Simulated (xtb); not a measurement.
xtb input (GFN2-xTB):

```bash
xtb mol.xyz --gfn 2 --sp --chrg 0 --uhf 0
```
mol.xyz:
```
7

Si     0.27079520     0.04168601     0.03613215
Cl    -0.15951413    -1.30783104    -1.45150857
Cl    -0.52751526    -0.70210585     1.76260641
Cl    -0.61335633     1.80649297    -0.48824530
N      1.91254027     0.32814781     0.29278548
H      2.48520486    -0.33595462     0.78878113
H      2.44243771     0.91386239    -0.33262286
```

End of the output:

```
         :::::::::::::::::::::::::::::::::::::::::::::::::::::
         ::                     SUMMARY                     ::
         :::::::::::::::::::::::::::::::::::::::::::::::::::::
         :: total energy             -19.459971019218 Eh    ::
         :: gradient norm              0.033136758148 Eh/a0 ::
         :: HOMO-LUMO gap              6.837710771407 eV    ::
         ::.................................................::
         :: SCC energy               -19.536092447982 Eh    ::
         :: -> isotropic ES            0.041009287409 Eh    ::
         :: -> anisotropic ES          0.000716977123 Eh    ::
         :: -> anisotropic XC          0.001496001372 Eh    ::
         :: -> dispersion             -0.007034222534 Eh    ::
         :: repulsion energy           0.076121428764 Eh    ::
         :: add. restraining           0.000000000000 Eh    ::
         :: total charge               0.000000000000 e     ::
         :::::::::::::::::::::::::::::::::::::::::::::::::::::

           -------------------------------------------------
          |                Property Printout                |
           -------------------------------------------------

    * Orbital Energies and Occupations

         #    Occupation            Energy/Eh            Energy/eV
      -------------------------------------------------------------
         1        2.0000           -1.0780091             -29.3341
       ...           ...                  ...                  ...
         4        2.0000           -0.7240272             -19.7018
         5        2.0000           -0.6121608             -16.6577
         6        2.0000           -0.5580107             -15.1842
         7        2.0000           -0.5128373             -13.9550
         8        2.0000           -0.4899627             -13.3326
         9        2.0000           -0.4835767             -13.1588
        10        2.0000           -0.4526382             -12.3169
        11        2.0000           -0.4506400             -12.2625
        12        2.0000           -0.4504448             -12.2572
        13        2.0000           -0.4423869             -12.0380
        14        2.0000           -0.4414937             -12.0137
        15        2.0000           -0.4380272             -11.9193
        16        2.0000           -0.4322970             -11.7634 (HOMO)
        17                         -0.1810157              -4.9257 (LUMO)
        18                         -0.1732248              -4.7137
        19                         -0.1643008              -4.4709
        20                         -0.1131954              -3.0802
        21                         -0.0187798              -0.5110
        22                         -0.0182806              -0.4974
        23                          0.0043178               0.1175
        24                          0.0055911               0.1521
        25                          0.0082329               0.2240
        26                          0.0085294               0.2321
        27                          0.0087990               0.2394
       ...                                ...                  ...
        42                          0.7123828              19.3849
      -------------------------------------------------------------
                  HL-Gap            0.2512812 Eh            6.8377 eV
             Fermi-level           -0.3066564 Eh           -8.3445 eV

     #   Z          covCN         q      C6AA      α(0)
     1  14 Si       3.231     0.578   130.594    23.774
     2  17 Cl       0.811    -0.207   105.584    15.719
     3  17 Cl       0.809    -0.199   105.305    15.698
     4  17 Cl       0.809    -0.199   105.305    15.698
     5   7 N        2.542    -0.356    29.198     8.025
     6   1 H        0.861     0.191     1.151     1.680
     7   1 H        0.861     0.191     1.151     1.680

 Mol. C6AA /au·bohr⁶  :       2440.078367
 Mol. C8AA /au·bohr⁸  :     105995.102074
 Mol. α(0) /au        :         82.274674

Wiberg/Mayer (AO) data.
largest (>0.10) Wiberg bond orders for each atom

 ---------------------------------------------------------------------------
     #   Z sym  total        # sym  WBO       # sym  WBO       # sym  WBO
 ---------------------------------------------------------------------------
     1  14 Si   4.384 --     5 N    1.197     4 Cl   1.065     3 Cl   1.065
                             2 Cl   1.040
     2  17 Cl   1.234 --     1 Si   1.040
     3  17 Cl   1.242 --     1 Si   1.065
     4  17 Cl   1.242 --     1 Si   1.065
     5   7 N    3.269 --     1 Si   1.197     6 H    0.948     7 H    0.948
     6   1 H    0.963 --     5 N    0.948
     7   1 H    0.963 --     5 N    0.948
 ---------------------------------------------------------------------------

Topologies differ in total number of bonds
Writing topology from bond orders to xtbtopo.mol

molecular dipole:
                 x           y           z       tot (Debye)
 q only:        1.283       0.131       0.098
   full:        1.211       0.070       0.032       3.083
molecular quadrupole (traceless):
                xx          xy          yy          xz          yz          zz
 q only:        6.799       0.825      -3.308       0.554      -0.613      -3.491
  q+dip:        8.443       0.727      -4.088       0.368      -1.052      -4.355
   full:        8.162       0.512      -3.920       0.156      -1.371      -4.242

           -------------------------------------------------
          | TOTAL ENERGY              -19.459971019218 Eh   |
          | GRADIENT NORM               0.033136758148 Eh/α |
          | HOMO-LUMO GAP               6.837710771407 eV   |
           -------------------------------------------------

------------------------------------------------------------------------
------------------------------------------------------------------------
 total:
Note: The following floating-point exceptions are signalling: IEEE_UNDERFLOW_FLAG IEEE_DENORMAL
normal termination of xtb
 SCF:
```
